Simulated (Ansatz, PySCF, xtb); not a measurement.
Stretching the Sb1–H2 bond in stibine (SMILES [SbH3]) (multiplicity 1 held, fragments rigid). Energies count from the point at 1.714 Å.
Geometry at that point (charge 0, multiplicity 1):
```xyz
4

Sb     0.000    -0.001     0.054
H     -0.904    -1.083    -0.920
H     -0.498     1.336    -0.897
H      1.394    -0.225    -0.917
```

R- and RO- levels are restricted; in cc, def2 and unpolarised 6-31G sets they are followed outwards from rest. Unrestricted levels (U-) break spin symmetry where that is lower. Curves can end on different states.

Rows in LANL2DZ carry no dispersion term and start afresh at each structure. LANL2DZ brings its own core potentials from Na on.

Programs: Ansatz (Gaussian basis) for Hartree–Fock, density functionals and correlated methods; PySCF for LANL2DZ rows; xtb for the GFN methods. Values without a source in brackets are computed. In def2 rows elements past Kr take small-core potentials, without spin–orbit coupling. The GFN methods have no spin term and hold the electronic entropy of 300 K.

One of these levels gives 3.102 eV for the energy at R = 5.484 Å. Which?
A) U-HF/LANL2DZ
B) GFN2-xTB
C) R-HF/def2-TZVPP
D) R-PBE/def2-TZVPP

B, GFN2-xTB. The others give 1.975 (U-HF/LANL2DZ), 6.508 (R-HF/def2-TZVPP), 4.233 (R-PBE/def2-TZVPP)

Doubts at one or more of the structures used: a spin-contaminated determinant (U-HF/LANL2DZ); a restricted determinant that unrestricted orbitals would lower (R-HF/def2-TZVPP, R-PBE/def2-TZVPP).

Ansatz is a quantum-chemistry and plane-wave program.
